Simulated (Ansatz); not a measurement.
Ta₄Si₃, relaxed as a singlet with RKS PBE-D4/def2-SVP in Ansatz, starting from the GFN2-xTB geometry. Force threshold 0.02 eV/Å.

In the def2 sets Ta takes a core potential; there is no spin–orbit coupling. The relaxation made no stability test and no search for a lower SCF solution. At PBE0-D4/def2-TZVP a triplet of charge 0 lies 0.12 eV below the restricted singlet, each at its own geometry. The structure comes from a short search, and lower isomers may exist.

Start:

Cartesian coordinates in Å:
```
Ta 1.383 -0.328 2.406
Ta -2.107 0.894 2.291
Ta 2.143 0.831 -2.928
Ta 0.556 2.350 -0.053
Si -2.800 -0.697 -0.457
Si -0.690 -1.355 -0.602
Si 1.516 -1.695 -0.656
```

**Question.** Estimate the energy that the relaxation releases and the steps that it takes.

**Answer.** 1799.5 kJ/mol, in 29 steps; 2.6 min on 4 threads of Arm Neoverse V2 on a shared host. No frequencies were taken in this run, so the end may be a saddle point.

**Question.** Does the start keep its bonding?

**Answer.** Bonds formed: Ta1–Ta3, Ta1–Si6, Ta2–Ta3, Ta2–Si6, Ta3–Si5, Ta3–Si6, Ta4–Si5 (atoms count from 1).

**Question.** Predict the relaxed structure.

**Answer.** 
Cartesian coordinates in Å:
```
Ta 1.264 0.177 1.357
Ta -1.315 0.140 1.443
Ta 0.550 0.406 -1.539
Ta -0.078 2.047 0.218
Si -1.879 0.374 -1.025
Si -0.415 -1.699 0.079
Si 1.873 -1.444 -0.533
```
Bond lengths (bridged metal pairs left out): 8 × Si–Ta 2.46 to 2.82 Å; 6 × Ta–Ta 2.48 to 3.53 Å; 1 × Si–Si 2.38 Å.
